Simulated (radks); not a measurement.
Task: Species: the silicon ion Si2+. Configuration: [Ne] 3s2. Method: scalar-relativistic Kohn-Sham, r2SCAN, spin-polarised, spherical densities, finite nucleus; meta-GGA in the generalised Kohn-Sham scheme; Fermi nuclear charge, rms radius 3.1224 fm; computed with a radial shooting solver on a logarithmic mesh with Libxc functionals. Some entries of the table are withheld. Estimate them.

| orbital | occ. | eigenvalue (hartree) | <r^2> (bohr^2) |
|---|---|---|---|
| 1s | 2 | -66.85299 | 0.01668 |
| 2s | 2 | (1) | (2) |
| 2p | 6 | -4.37435 | 0.3606 |
| 3s | 2 | -1.05538 | 4.405 |

Result: 
(1) 2s eigenvalue (hartree): -6.05783
(2) 2s <r^2> (bohr^2): 0.3808
